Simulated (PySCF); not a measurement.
# Ionisation energy of Cd(43+) by level of theory

Cd(43+) [He] 2s2 2p1 (2P) → Cd(44+) [He] 2s2 (1S), as a difference of total energies. Calculation: PySCF 2.14, in an even-tempered Gaussian basis (19 s from 18 bohr⁻², ratio 2.2; 12 p from 23 bohr⁻², ratio 2.2; 5 d from 91 bohr⁻², ratio 2.4; 5 f from 140 bohr⁻², ratio 2.4; 4 g from 200 bohr⁻², ratio 2.4); the spin-free X2C one-electron Hamiltonian (Gaussian nucleus). Correlated levels: nothing frozen; virtual orbitals above 40 to 60 times the deepest correlated orbital energy dropped. The calculations carry no spin-orbit coupling.

| method | ionisation energy (eV) |
| --- | --- |
| UHF | 6973.3 |
| LDA | 6967.5 |
| PBE | 6974.5 |
| PBE0 | 6974.4 |
| r2SCAN | 6976.6 |
| BLYP | 6976.2 |
| PW91 | 6975.9 |
| MP2 (all electrons) | 6972.5 |
| SCS-MP2 (all electrons) | 6972.2 |

A first-order spin-orbit estimate (lowest level to lowest level, LS coupling) adds 139.5 eV.

For this ion Breit and QED terms and the two-electron picture change, all absent here, outweigh the differences among the correlated methods.

For comparison: 7109 ± 5 eV (semi-empirical (NIST evaluation); NIST Atomic Spectra Database, ionization energies).
